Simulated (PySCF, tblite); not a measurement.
Isomers of C5H11N2 (doublet state), one GFN2-xTB conformer each. Single-point energies are computed at B3LYP/pcH-1 (PySCF, gas phase, no added dispersion term), electronic only. GFN2-xTB treats the open shell by occupation alone, and not every SCF solution was tested for stability.

Problem. Rank them by B3LYP/pcH-1 energy, lowest first (kJ/mol).
A. `[CH2:1]/[N:2]=[CH:3]/[C@@H:4]([NH2:5])[CH2:6][CH3:7]` (doublet state) with H–C1–N2–C3 -18° and 165°, N2–C3–C4–N5 -8°, C3–C4–N5–H 54° and -62°, C3–C4–C6–C7 -62°
B. `[CH2:1][CH2:2][C@@H:3]([NH2:4])/[CH:5]=[N:6]/[CH3:7]` (doublet state) with H–C1–C2–C3 -76° and 88°, C1–C2–C3–N4 66°, C2–C3–N4–H 71° and -172°, C2–C3–C5–N6 -108°
C. `[H]/[N:5]=[CH:4]/[CH:3][C@@H:2]([CH3:1])[CH2:6][NH2:7]` (doublet state) with C1–C2–C3–C4 142°, C2–C3–C4–N5 177°, C1–C2–C6–N7 -172°, C2–C6–N7–H 58° and -64°
D. `[H]/[N:7]=[CH:6]\[CH2:5][C@H:2]([CH3:1])[CH2:3][NH:4]` (doublet state) with C1–C2–C3–N4 -156°, C2–C3–N4–H 177°, C1–C2–C5–C6 75°, C2–C5–C6–N7 66°

Solution. C (0.0), A (20.6), B (69.8), D (89.8).

Neighbours under 21 kJ/mol apart ([H]/N=C/[CH][C@@H](C)CN and [CH2]/N=C/[C@@H](N)CC; [CH2]C[C@@H](N)/C=N/C and [H]/N=C\C[C@H](C)C[NH]) can change places with a better method, another conformer or zero-point energy. GFN2-xTB itself gives, in the same order: 19.0, 0.0, 80.5, 72.0. GFN2-xTB puts [CH2]/N=C/[C@@H](N)CC lowest instead; measured from each level's own lowest isomer, the values differ by up to 20.6 kJ/mol ([CH2]/N=C/[C@@H](N)CC: 0.0 against 20.6).

Problem. What happens when harmonic zero-point energies from GFN2-xTB frequencies are added?

Solution. 
```json
{"SMILES": "[H]/N=C/[CH][C@@H](C)CN", "ZPE (kJ/mol)": "405.6", "electronic (kJ/mol)": "0.0", "with ZPE (kJ/mol)": "0.0"}
{"SMILES": "[CH2]/N=C/[C@@H](N)CC", "ZPE (kJ/mol)": "402.1", "electronic (kJ/mol)": "20.6", "with ZPE (kJ/mol)": "17.0"}
{"SMILES": "[CH2]C[C@@H](N)/C=N/C", "ZPE (kJ/mol)": "397.7", "electronic (kJ/mol)": "69.8", "with ZPE (kJ/mol)": "61.9"}
{"SMILES": "[H]/N=C\\C[C@H](C)C[NH]", "ZPE (kJ/mol)": "401.8", "electronic (kJ/mol)": "89.8", "with ZPE (kJ/mol)": "86.0"}
```

The zero-point energies span 7.9 kJ/mol. The order is unchanged.
